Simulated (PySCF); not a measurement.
1,1-difluoro-2-methylprop-1-ene (C4H6F2), SMILES FC(=C(C)C)F. Atoms are numbered in the order given.

```xyz
12

C      0.0000    -1.2856    -1.4013
C      0.0000     0.0000    -0.6347
C      0.0000     1.2856    -1.4013
C      0.0000     0.0000     0.6960
F      0.0000     1.0782     1.4530
F      0.0000    -1.0782     1.4530
H      0.8856    -1.3476    -2.0558
H      0.0000    -2.1630    -0.7419
H     -0.8856    -1.3476    -2.0558
H      0.0000     2.1630    -0.7419
H     -0.8856     1.3476    -2.0558
H      0.8856     1.3476    -2.0558
```

Coordinates come from a PBE0-D3(BJ)/def2-SVP optimisation.

The numbers are results of HF/pcSseg-1 (PySCF), not measurements.

GIAO shieldings, no solvent; atoms alike by connectivity are averaged. δ = σ(ref) − σ: ¹³C against TMS (σ = 192.6 ppm); ¹⁹F against CFCl3 (σ = 238.5 ppm); ¹H against TMS (σ = 31.99 ppm), references at their B3LYP-D3(BJ)/def2-TZVP geometries, non-relativistic.

**Question.** Estimate the chemical shifts. (An estimate is asked for; the answer gives what the named calculation found.)

**Answer.** 
```json
[
 {"nucleus": "¹³C", "atoms": "C4", "count": "1", "δ (ppm)": "158.4"},
 {"nucleus": "¹³C", "atoms": "C2", "count": "1", "δ (ppm)": "88.2"},
 {"nucleus": "¹³C", "atoms": "C1, C3", "count": "2", "δ (ppm)": "15.7"},
 {"nucleus": "¹⁹F", "atoms": "F5, F6", "count": "2", "δ (ppm)": "-80.8"},
 {"nucleus": "¹H", "atoms": "H7, H8, H9, H10, H11, H12", "count": "6", "δ (ppm)": "2.01"}
]
```
